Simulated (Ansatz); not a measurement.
```json
{"atom": "O", "x (Å)": "1.1501", "y (Å)": "-0.0092", "z (Å)": "0.0039"}
{"atom": "C", "x (Å)": "0.3559", "y (Å)": "1.0954", "z (Å)": "0.0032"}
{"atom": "C", "x (Å)": "-0.9636", "y (Å)": "0.7233", "z (Å)": "0.0029"}
{"atom": "C", "x (Å)": "-0.9489", "y (Å)": "-0.7178", "z (Å)": "0.0019"}
{"atom": "C", "x (Å)": "0.3582", "y (Å)": "-1.0796", "z (Å)": "-0.0049"}
{"atom": "H", "x (Å)": "0.8571", "y (Å)": "2.0478", "z (Å)": "0.0093"}
{"atom": "H", "x (Å)": "-1.8257", "y (Å)": "1.3739", "z (Å)": "-0.0068"}
{"atom": "H", "x (Å)": "-1.8154", "y (Å)": "-1.3760", "z (Å)": "0.0081"}
{"atom": "H", "x (Å)": "0.8576", "y (Å)": "-2.0544", "z (Å)": "-0.0089"}
```

Basis set: STO-3G (spherical functions). Left uncorrelated: 5 orbitals. Charge 0, multiplicity 1.

Computed with Ansatz (development build ahead of 0.2.0); each method stands on the lowest determinant of its kind that the runs found. Restricted open shells among the atoms or ions are ROHF, correlated in semicanonical orbitals with singles.

Give the atomization energy at this shape (free ground-state atoms in the same class of orbitals less the molecule, no zero-point energy) of singlet C₄H₄O by RHF-MP2, RHF.

```json
{"method": "RHF-MP2", "atomization energy": "957.62 kcal/mol"}
{"method": "RHF", "atomization energy": "805.38 kcal/mol"}
```

This basis has no polarisation functions and is too small for such energies, which can lie far from measured ones in either direction.
